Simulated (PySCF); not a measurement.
# RbCl and its ions

RHF-MP2; Rb def2-SVP with ECP28, Cl def2-SVP; scalar-relativistic core potentials (PySCF 2.14). Neutral (RHF): singlet (closed shell), Re = 2.829 Å, ωe = 249 cm⁻¹, De = 3.73 eV.

RbCl⁺ (UHF): doublet (π ↑), Re = 3.427 Å, ωe = 92.1 cm⁻¹, De = 0.25 eV to Rb⁺ + Cl. The energies at the minima are -483.42130 hartree for RbCl and -483.14497 for RbCl⁺.

Work out the adiabatic ionisation energy, without and with harmonic zero-point energies (1 hartree = 27.2114 eV, 1 eV = 8065.5 cm⁻¹), and the change of the bond length.

At MP2: 0.27633 hartree = 7.519 eV between the minima; the zero-point term (92.1 − 249.0)/2 cm⁻¹ = -0.010 eV makes it 7.510 eV. Re changes by +59.8 pm against the neutral. The electron leaves a π orbital, and the ion is left as a loose complex of an ion and an atom.

Correlated steps freeze 5 core orbitals. Weak bonds: RbCl⁺. Basis-set superposition, not corrected here, can be much of De in a small basis, most of all at correlated wavefunction levels. Spin–orbit coupling is left out. For an ion De counts to the pair picked by the measured ionisation energies or electron affinities, which need not be the lowest pair at this level. Where the molecule has an RHF reference, its open-shell atoms are computed with UHF. States were picked by a PBE0 search and need not be the measured ground states.

Neutral and ion stand on different kinds of reference determinant, which adds to the error of the difference.
